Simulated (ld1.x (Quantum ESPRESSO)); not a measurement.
**Sn (Z = 50): ultrasoft pseudisation with LDA (PZ), fully relativistic reference atom.**

Sn (Z = 50), ultrasoft, made with ld1.x (Quantum ESPRESSO) 7.5 (LDA (PZ), fully relativistic). Core [Kr] 4d10, reference 5s1.5 5p2.5. Waves: 5s (bound): rcut 2.30, rcutus 2.45 bohr; 5s channel at 1.34 Ry: rcut 2.30, rcutus 2.45 bohr; 5p (bound): rcut 2.30, rcutus 2.75 bohr; 5p channel at 0.65 Ry: rcut 2.30, rcutus 2.75 bohr. Local part: all-electron potential smoothed inside 2.15 bohr (lloc = -2). Core correction: a·sin(br)/r model core, default radius (core density twice the valence density). Augmentation charge: PSQ, inside the norm-conserving radii.

Open shells are filled in proportion to 2j + 1 (rel_dist='average').

Poles of the logarithmic derivatives, all-electron (AE) and pseudo (PS). s: poles at -0.1 (AE) and -0.1 (PS) Ry. p1/2: poles at 0.8 (AE) and 0.8 (PS) Ry. p3/2: poles at 1.0 (AE) and 1.0 (PS) Ry. Test radius 2.99 bohr.

- Cutoffs needed: 6 Ry and 10 Ry (the cutoffs (Ry, on a coarse ladder) from which the occupation-weighted sum of valence levels, in a spherical-Bessel basis at the reference potential, stays within 10 and 1 mRy of its value at 400 Ry)
- Ghost test: no extra level below or beside the all-electron valence levels (s, p1/2, p3/2, d, f tested) (spherical-Bessel basis up to 400 Ry, 20 bohr box)
- Configuration tests: test run stopped at test 2 of 7 (negative rho)
- Lowest eigenvalue of the overlap operator: 0.43 (s channel)
- Density cutoff estimated by the generator: 52 Ry
